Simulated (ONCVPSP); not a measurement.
**PBE ONCV dataset for fluorine, non-relativistic all-electron reference.**

```
Element                 : F
Generator               : ONCVPSP 4.0.1
Type                    : optimised norm-conserving Vanderbilt (ONCV)
Functional              : PBE
Relativity              : non-relativistic
Frozen core             : [He]
Valence charge          : 7
Reference configuration : 2s2 2p4.5 (charge +0.5)
Partial waves           : 2s: rc 0.60 bohr, ncon 4, nbas 7, qcut 9.2 1/bohr, local; 2p: rc 1.15 bohr, ncon 4, nbas 8, qcut 14.2 1/bohr, 2 projectors, debl 1.6 Ha; d scattering state at 0.04 Ha: rc 1.20 bohr, ncon 3, nbas 6, qcut 7.3 1/bohr, 1 projector
Local potential         : the s channel
Core correction         : Teter function, fcfact 5.5, rcfact 1.4
```

All-electron outer shells of the reference configuration (PBE, non-relativistic, ld1.x):

```json
{"shell": "1s", "level (eV)": "-672.31", "outermost node (bohr)": "–", "outermost maximum (bohr)": "0.11"}
{"shell": "2s", "level (eV)": "-38.12", "outermost node (bohr)": "0.24", "outermost maximum (bohr)": "0.76"}
{"shell": "2p", "level (eV)": "-19.24", "outermost node (bohr)": "–", "outermost maximum (bohr)": "0.70"}
```

What the tests gave:

| Property | Result |
| --- | --- |
| Cutoffs needed | 89 Ha and 209 Ha (the cutoffs (Ha) at which the residual kinetic energy of the hardest occupied pseudo-wave falls to 1 and 0.1 mHa per electron) |
| Ghost test | no bound ghost flagged; no localised positive-energy state flagged |
| Largest excitation error | +727 meV (all-electron minus pseudo) for 2s2 2p1, out of 4 test configurations |
| rms error of d²Exc/dni dnj | 2.04 mHa without and 1.70 mHa with the model core |

Generation and tests took about 1.6 s on one core of a shared server CPU.
